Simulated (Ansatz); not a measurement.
`B/C=C(/C)F` + H₂O → `B/C=C(/O)F` + CH₄ at 500 K and 1 bar (formal hydrolysis of a C–C bond).

Gas-phase electronic energies from Ansatz, PBE0-D4/def2-TZVP geometries. CCSD(T)/CBS is the MP2 limit (def2-TZVPP, def2-QZVPP) plus CCSD(T) − MP2 in def2-TZVPP, frozen cores. This one scheme is used for every species. Double bonds are as drawn, so ΔE can hold a change between cis and trans. Each species was taken in one conformer, which may not be the lowest.

| species | CCSD(T)/CBS energy (Eh) | H − E (kJ/mol) | S (J/(mol·K)) |
| --- | --- | --- | --- |
| `B/C=C(/C)F` | -242.31971 | 261.8 | 374.5 |
| H₂O | -76.37941 | 73.2 | 206.3 |
| `B/C=C(/O)F` | -278.23449 | 198.4 | 357.8 |
| CH₄ | -40.46206 | 135.6 | 206.8 |

H − E and S are ideal-gas, rigid-rotor, harmonic terms from PBE0-D4/def2-TZVP, for one conformer and one mirror image of each species. 1 Eh = 2625.50 kJ/mol, R = 8.31446 J/(mol·K).

Problem. By hand: ΔE, ΔH, ΔS and ΔG.

Solution. ΔE = (-278.23449) + (-40.46206) − (-242.31971) − (-76.37941) = 0.00257 Eh = 6.7 kJ/mol. Δ(H − E) = 198.4 + 135.6 − 261.8 − 73.2 = -1.0, so ΔH = 5.7 kJ/mol. ΔS = 357.8 + 206.8 − 374.5 − 206.3 = -16.2 J/(mol·K). ΔG = 5.7 − 500 × (-16.2)/1000 = 13.8 kJ/mol.

Problem. By hand: the equilibrium constant, and the temperature at which ΔG would vanish if ΔH and ΔS stayed fixed.

Solution. log₁₀ K = −ΔG/(RT ln 10) = -1.4. ΔH and −TΔS have one sign here, so there is no such temperature.

TΔS isn't small against ΔH here. A doubt of 5 kJ/mol in ΔE shifts log₁₀ K by 0.5 here. Other conformers and mirror images would add mixing entropy, several J/(mol·K) or more a flexible species. These are equilibria of isolated gas molecules and say nothing of rates. Largest T1 diagnostic: 0.013 (customary marks: 0.02 for closed shells, 0.045 for open ones).
